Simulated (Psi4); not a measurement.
Approach curve of the dimer HCl ··· Na+ (SMILES Cl and [Na+]) (charge +1). Monomers: optimised at B3LYP-D3(BJ) (def2-TZVP), held rigid. Orientation: lowest of the rigid-body minima from ten starts at GFN2-xTB (searched outside a hard wall at short contacts). The monomers approach along the line of their centres of mass (distance R); nothing else relaxes. The shortest distances reach bonding range, where SAPT0 and rigid monomers are unreliable. The table gives interaction energies.

| R / Å | A | B | C |
|---|---|---|---|
| 2.51 | -23.88 | -27.43 | -11.78 |
| 2.73 | -30.06 | -33.32 | -21.63 |
| 2.91 | -29.90 | -33.12 | -23.32 |
| 3.23 | -25.88 | -31.06 | -21.40 |
| 3.49 | -22.03 | -28.49 | -18.68 |
| 4.01 | -15.83 | -20.94 | -13.94 |
| 4.69 | -11.00 | -13.78 | -9.98 |
| 5.74 | -7.28 | -8.16 | -6.71 |
| 7.04 | -4.97 | -5.23 | -4.61 |

Energies in kJ/mol.

Problem. Which curve belongs to which method? The methods are B3LYP-D3(BJ)/def2-TZVP, counterpoise-corrected run with Psi4; DF-CCSD/aug-cc-pVDZ, all electrons correlated, counterpoise-corrected run with Psi4 1.11; PBE/def2-TZVP, counterpoise-corrected (Psi4 1.11).

Solution. A is PBE/def2-TZVP; B is B3LYP-D3(BJ)/def2-TZVP; C is CCSD/aug-cc-pVDZ.
